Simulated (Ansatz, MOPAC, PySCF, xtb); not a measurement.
Breaking a bond: Mg2, singlet.

- RKS-LDA (SVWN5)/6-31G* = restricted LDA (SVWN5)/6-31G*, spherical d in PySCF 2.14.0
- GFN1-xTB (xtb)
- AM1, restricted, heats of formation (MOPAC)
- FCI = full CI/cc-pVQZ, frozen core (Ansatz, a program for electronic structure)

Energies relative to the lowest point of each curve near equilibrium, in mEh; the last columns give the difference from FCI:

```csv
R / Å,RKS-LDA (SVWN5)/6-31G*,GFN1-xTB,AM1,FCI,RKS-LDA (SVWN5)/6-31G* − FCI,GFN1-xTB − FCI,AM1 − FCI
2.70,12.3,1.4,50.6,17.6,-5.3,-16.2,33.0
2.89,5.2,0.0,27.0,9.2,-4.0,-9.2,17.8
3.09,1.6,1.1,12.8,4.3,-2.7,-3.2,8.5
3.28,0.2,3.3,5.5,1.9,-1.7,1.5,3.7
3.40,0.0,5.0,3.0,1.0,-1.0,4.0,2.0
3.49,0.1,6.4,1.7,0.6,-0.5,5.8,1.1
3.60,0.3,8.1,0.7,0.3,0.1,7.8,0.5
3.71,0.7,9.8,0.2,0.1,0.6,9.7,0.1
3.83,1.2,11.7,0.0,0.0,1.2,11.7,0.0
3.98,2.0,13.9,0.0,0.0,1.9,13.9,0.0
4.19,2.9,16.6,0.3,0.1,2.8,16.5,0.2
4.53,4.4,20.1,1.0,0.5,3.9,19.6,0.5
4.85,5.4,22.3,1.4,0.8,4.6,21.6,0.6
5.37,6.5,24.5,1.8,1.2,5.3,23.3,0.6
5.84,7.1,25.4,1.9,1.5,5.7,23.9,0.5
6.38,7.5,25.9,2.0,1.7,5.8,24.3,0.3
7.19,7.8,26.3,2.0,1.8,5.9,24.4,0.1
7.96,7.9,26.4,2.0,1.9,6.0,24.5,0.1
8.83,7.9,26.4,2.0,1.9,6.0,24.5,0.0
9.80,7.9,26.5,2.0,1.9,6.0,24.5,0.0
10.90,7.9,26.5,2.0,2.0,5.9,24.5,0.0
```

RKS-LDA (SVWN5)/6-31G* is furthest from FCI at 7.96 (6.0 mEh, above); its mean absolute difference over the points is 3.7 mEh.

GFN1-xTB is furthest from FCI at 10.90 (24.5 mEh, above); its mean absolute difference over the points is 15.9 mEh.

AM1 is furthest from FCI at 2.70 (33.0 mEh, above); its mean absolute difference over the points is 3.3 mEh.
